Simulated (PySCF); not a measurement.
Isomers of C7H12BN, mass 121.106 u with the commonest isotopes. Method: PySCF, PBE0-D3(BJ)/def2-SVP geometry optimisation, gas phase. One conformer each, none proved a minimum here; rigid rotors.

Question: Order these by rotational constant B, smallest first.
A. `[CH3:1][CH2:2][BH2-:3][n+:4]1[cH:5][cH:6][cH:7][cH:8][cH:9]1` with C1–C2–B3–N4 180°, C2–B3–N4–C5 88°
B. `CB(C)C(C#N)=C(C)C`
C. `[CH3:1][NH2+:2][BH2-:3][c:4]1[cH:5][cH:6][cH:7][cH:8][cH:9]1` with C1–N2–B3–C4 -65°, N2–B3–C4–C5 105°

Answer: A (856.1 MHz), C (1012 MHz), B (1438 MHz).

Question: Order these by radius of gyration √(Σ m r²/M), smallest first.
A. `[CH3:1][CH2:2][BH2-:3][n+:4]1[cH:5][cH:6][cH:7][cH:8][cH:9]1` with C1–C2–B3–N4 180°, C2–B3–N4–C5 88°
B. `[CH3:1][NH2+:2][BH2-:3][c:4]1[cH:5][cH:6][cH:7][cH:8][cH:9]1` with C1–N2–B3–C4 -65°, N2–B3–C4–C5 105°
C. `CB(C)C(=C(C)C)C#N`

Answer: B (2.228 Å), C (2.256 Å), A (2.370 Å).

Question: Order these by out-of-plane moment Σ m c² = (Ia + Ib − Ic)/2, largest first.
A. `[CH3:1][CH2:2][BH2-:3][n+:4]1[cH:5][cH:6][cH:7][cH:8][cH:9]1` with C1–C2–B3–N4 180°, C2–B3–N4–C5 88°
B. `CB(C)C(C#N)=C(C)C`
C. `[CH3:1][NH2+:2][BH2-:3][c:4]1[cH:5][cH:6][cH:7][cH:8][cH:9]1` with C1–N2–B3–C4 -65°, N2–B3–C4–C5 105°

Answer: C (57.46 u·Å²), A (29.40 u·Å²), B (24.97 u·Å²).

```tsv
SMILES	point group	Ia (u·Å²)	Ib (u·Å²)	Ic (u·Å²)	κ	μa (D)	μb (D)	μc (D)
CB(C)C(C#N)=C(C)C	C1	289.62	351.48	591.17	0.31	0.63	4.52	0.57
CC[BH2-][n+]1ccccc1	Cs	119.21	590.32	650.73	-0.95	6.41	0.02	1.73
C[NH2+][BH2-]c1ccccc1	C1	159.58	499.23	543.90	-0.93	3.59	0.37	3.99
```
